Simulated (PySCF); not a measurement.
BHN, SMILES [B]=N, multiplicity 2.

Geometry: PBE-D3(BJ)/def2-TZVPD. The isomer is the one that the SMILES or the coordinates give; other isomers of the formula were not compared.

The numbers are results of CAM-B3LYP/def2-TZVPD (PySCF), not measurements.

Gas-phase values at a fixed geometry.

Task: Estimate the frontier levels, dipole moment and polarisability. (The exact figures need the calculation; the answer reports its results.)

Result: 
```yaml
"α spin, highest occupied and lowest empty level": -10.16 and 0.97 eV
"β spin, highest occupied and lowest empty level": -10.14 and -2.68 eV
dipole_moment: 0.17 D
mean_static_polarisability: 23.0 bohr³ (3.40 Å³)
polarisability_principal_values: 20.8, 20.8, 27.4 bohr³
"⟨S²⟩": 0.762 (pure state 0.75)
```
